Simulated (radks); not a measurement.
Results of a calculation; reference values are marked as such.
Excited configurations of La3+: one electron is placed in a higher orbital outside [Kr] 4d10 5s2 5p5. The ground configuration is [Xe]. Level of theory: Dirac Kohn-Sham, PBEsol, spin-unpolarised, spherical densities, finite nucleus; open shells are shared between the two j in proportion to 2j + 1; Fermi nuclear charge, rms radius 4.855 fm (a radial shooting solver on a logarithmic mesh with Libxc functionals). Excitation = E - E(ground); binding = E(ion) - E, where the ion is the core of charge +4; n* = 4/sqrt(2 binding) in atomic units, and the quantum defect is n - n*.

outer orbital  excitation (eV)  binding (eV)     n*  quantum defect
4f                      18.552        32.368  2.593           1.407
5d                      21.759        29.160  2.732           2.268
5f                      37.084        13.836  3.967           1.033
6s                      25.569        25.350  2.930           3.070
6p                      30.197        20.723  3.241           2.759
6d                      36.202        14.717  3.846           2.154
6f                      41.768         9.152  4.877           1.123
7s                      36.800        14.120  3.926           3.074
7p                      38.753        12.166  4.230           2.770
7d                      41.598         9.321  4.833           2.167
7f                      44.510         6.410  5.828           1.172

The Delta-SCF ionisation energy is 50.920 eV (NIST Atomic Spectra Database: 50.0 eV, semi-empirical). Self-interaction in the functional shifts the binding energies and quantum defects, so they are the method's values and not measured ones. Spin polarisation and multiplet splitting are left out, so open shells lie too high by an amount that depends on their filling. Sharing an open shell by 2j + 1 raises it above the true ground level by a part of the spin-orbit splitting, which enters the differences from NIST.

Beside tabulated values, note that spin-unpolarised runs miss the spin-polarisation part of the exchange energy of open shells.
